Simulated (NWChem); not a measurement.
# CH$_{4}$MgSe; SMILES [CH3][Mg][SeH]

```xyz
7

Mg     0.1371    -1.1630     0.0095
C      0.3894    -3.2346     0.0282
H     -0.3182    -3.7379    -0.6523
H      0.2307    -3.6576     1.0346
H      1.4057    -3.5230    -0.2902
Se    -0.1239     1.2689    -0.0060
H     -1.5660     1.1074    -0.2666
```
Atoms are numbered in this order, from 1.

Structure relaxed at the PBE0/def2-SVP level.

Spin-orbit effects, on the heavy nuclei and on their neighbours, are missing.

Task: Give the principal values of the shielding tensors (ppm) of Mg1, C2, Se6 from Hartree-Fock/6-31G* (spherical d), GIAO (NWChem), with their diamagnetic and paramagnetic parts as GIAO splits them.

Result: 
| atom | σ11 | σ22 | σ33 | isotropic | diamagnetic | paramagnetic |
|---|---|---|---|---|---|---|
| Mg1 | 389.5 | 390.0 | 707.1 | 495.6 | 712.4 | -216.9 |
| C2 | 207.9 | 216.9 | 218.2 | 214.3 | 246.1 | -31.7 |
| Se6 | 2310.5 | 2414.9 | 2768.7 | 2498.1 | 2997.2 | -499.1 |
